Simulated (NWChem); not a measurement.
System: C₃H₄ClF; SMILES F[C@@H]1C[C@H]1Cl

```xyz
9

F      0.6289     2.1449     0.1027
C      0.1304     1.0019    -0.4211
C     -1.2568     0.5971    -0.0530
C     -0.0726    -0.1508     0.4948
Cl     0.2807    -1.7797    -0.0534
H      0.4943     0.8051    -1.4349
H     -1.7978     1.2323     0.6536
H     -1.8686     0.1131    -0.8183
H      0.1804     0.0058     1.5465
```
Atoms are numbered in this order, from 1.

STO-3G and 3-21G are far too small for this property and stand as cheap habits. Coordinates come from a PBE0/def2-SVP optimisation.

Give the principal values of the shielding tensors (ppm) of F1, C2, C3, C4, Cl5 from Hartree-Fock/STO-3G, GIAO (NWChem), with their diamagnetic and paramagnetic parts as GIAO splits them.


```csv
atom,σ11,σ22,σ33,isotropic,diamagnetic,paramagnetic
F1,445.0,496.3,510.3,483.9,455.0,28.9
C2,161.6,178.7,247.9,196.0,251.2,-55.1
C3,205.1,224.9,254.7,228.3,248.6,-20.4
C4,176.6,194.8,260.7,210.7,249.6,-38.9
Cl5,1012.5,1039.9,1123.1,1058.5,1127.2,-68.7
```
